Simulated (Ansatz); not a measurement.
| atom | x (Å) | y (Å) | z (Å) |
| --- | --- | --- | --- |
| C | 0.0811 | -0.0141 | -0.6705 |
| O | 0.0237 | -0.0937 | 0.6556 |
| H | -0.0319 | 0.8123 | 1.0183 |
| H | 0.0846 | -1.0133 | -1.1106 |
| H | -0.4309 | 0.8418 | -1.2370 |

Basis set: aug-cc-pVDZ (spherical functions). Frozen core: 2 orbitals. Charge 0, multiplicity 2.

Computed with Ansatz (development build ahead of 0.2.0); each method stands on the lowest determinant of its kind that the runs found.

(1) Give the atomization energy at this shape (free ground-state atoms in the same class of orbitals less the molecule, no zero-point energy) of doublet CH₃O by UHF-MP2, UHF.

## Answers

(1)

```json
{"method": "UHF-MP2", "atomization energy": "16.71 eV"}
{"method": "UHF", "atomization energy": "12.21 eV"}
```
